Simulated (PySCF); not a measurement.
## P⁺: ionisation energy

P⁺ [Ne] 3s2 3p2 (3P) → P²⁺ [Ne] 3s2 3p1 (2P), as a difference of total energies. Computed with PySCF 2.14 in aug-cc-pV(D+d)Z (5s4p3d, 32 functions), with no relativity, point nucleus. Correlated levels: valence: [Ne] frozen. The calculations carry no spin-orbit coupling.

| method | ionisation energy (eV) | plus first-order spin-orbit estimate | difference from reference of that sum (eV) |
| --- | --- | --- | --- |
| UHF | 19.169 | 19.164 | -0.605 |
| LDA | 19.832 | 19.826 | +0.057 |
| PBE | 19.800 | 19.794 | +0.025 |
| PBE0 | 19.830 | 19.824 | +0.055 |
| r2SCAN | 19.947 | 19.941 | +0.172 |
| BHandHLYP | 19.635 | 19.629 | -0.140 |
| M06-2X | 19.574 | 19.569 | -0.200 |
| M06-L | 19.679 | 19.673 | -0.096 |
| PW91 | 19.853 | 19.848 | +0.079 |
| MP2 (valence) | 19.496 | 19.490 | -0.279 |
| SCS-MP2 (valence) | 19.415 | 19.409 | -0.360 |

Reference: 19.769 eV (semi-empirical (NIST evaluation); NIST Atomic Spectra Database, ionization energies).

A first-order spin-orbit estimate (lowest level to lowest level, LS coupling) adds -0.006 eV.

Errors of the correlated levels include the incompleteness of this basis and the frozen core.
